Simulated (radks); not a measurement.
Values are calculated unless marked as measured or tabulated.
Species: Cd21+. Configuration: [Ar] 3d9. Level of theory: scalar-relativistic Kohn-Sham, exchange-only PBE, spin-polarised, spherical densities, point nucleus; open shells are filled with parallel spins first (spin-orbit coupling, left out, can overturn this in heavy ions) (a radial shooting solver on a logarithmic mesh with Libxc functionals). Some entries of the table are withheld. Estimate them.

| orbital | occ. | eigenvalue (hartree) | <r^2> (bohr^2) |
|---|---|---|---|
| 1s up | 1 | -999.0602 | 0.001249 |
| 1s down | 1 | -999.0595 | 0.001249 |
| 2s up | 1 | -168.4374 | 0.02035 |
| 2s down | 1 | -168.3547 | 0.02034 |
| 2p up | 3 | -153.6630 | 0.01603 |
| 2p down | 3 | -153.6007 | 0.01602 |
| 3s up | 1 | -49.01910 | 0.1400 |
| 3s down | 1 | -48.91993 | 0.1402 |
| 3p up | 3 | -44.16069 | (1) |
| 3p down | 3 | -44.05966 | (2) |
| 3d up | 5 | -36.74265 | 0.1202 |
| 3d down | 4 | -36.62407 | 0.1206 |

Answer. 
(1) 3p up <r^2> (bohr^2): 0.1391
(2) 3p down <r^2> (bohr^2): 0.1394
